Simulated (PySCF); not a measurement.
Assignment exercise: C$_{4}$H$_{9}$FOSi$_{2}$

Geometry (Å), atoms numbered from 1 in this order:
```xyz
17

C    -1.840   -1.364   -0.848
C    -1.262   -0.580    0.308
O    -0.268   -1.316    1.061
C     0.651   -0.331    0.737
Si    2.434   -0.354    1.319
C    -0.189    0.441    0.005
Si   -0.138    2.017   -0.958
F     1.338    2.640   -0.779
H    -2.387   -2.228   -0.476
H    -2.514   -0.728   -1.416
H    -1.040   -1.709   -1.500
H    -2.047   -0.228    0.984
H     3.077    0.835    0.771
H     3.060   -1.583    0.821
H     2.440   -0.352    2.784
H    -1.040    3.033   -0.428
H    -0.283    1.818   -2.396
```

[PySCF: structure optimised with GFN2-xTB; shieldings: GIAO PBE0/pcSseg-1; fast rotation and ring inversion assumed for equivalent nuclei; no solvent model; single conformer; non-relativistic Hamiltonian]

References, each an isolated molecule treated in the same way: TMS for 13C, 1H.

**Question.** Assign these signals to the numbered atoms. 13C{1H} NMR (computed): δ 192.4 (C), 141.8 (C), 92.7 (CH), 23.4 (CH3).

**Answer.** 
192.4 → C4, alkene carbon bearing oxygen: an sp2 carbon further deshielded by the attached heteroatom
141.8 → C6, β carbon of an enol-ether or enamine type C=C
92.7 → C2, allylic sp3 CH bonded to O: deshielded by the electronegative neighbour
23.4 → C1, methyl carbon: aliphatic region, no heteroatom directly attached

**Question.** Assign these signals to the numbered atoms. 1H NMR (400 MHz, computed): δ 5.59 (m, 1H), 5.49 (m, 1H), 5.49 (m, 1H), 4.23 (s, 3H), 1.53 (d, 3H).

**Answer.** 
5.59 → H12, hydrogen on an allylic sp3 CH bonded to O: its carbon carries O, an electronegative neighbour
5.49 → H17, hydrogen on a silicon bonded to C, F
5.49 → H16, hydrogen on a silicon bonded to C, F
4.23 → H13/H14/H15, hydrogen on a silicon bonded to C
1.53 → H9/H10/H11, hydrogen on a methyl carbon

H12 and H17; H17 and H16 lie closer than the usual error of such a calculation, so a measured spectrum could show them in the other order.

Splittings by 19F in the carbon and heteronuclear signals aren't shown, as no couplings were computed. Shifts are as computed. Against solution values, carbons near 30 ppm lie about +3 ppm off and those near 130 ppm about +5 ppm. Of 1211 compounds with measured shifts, 218 miss one by over three times the rms of a fit or turn the order of signals round; such compounds aren't used in these exercises. No couplings were computed; multiplicities are counted from neighbouring protons, with m where these are inequivalent, close in shift, in a saturated or five-membered ring or joined by F or P, and br s for small geminal =CH2 splittings.
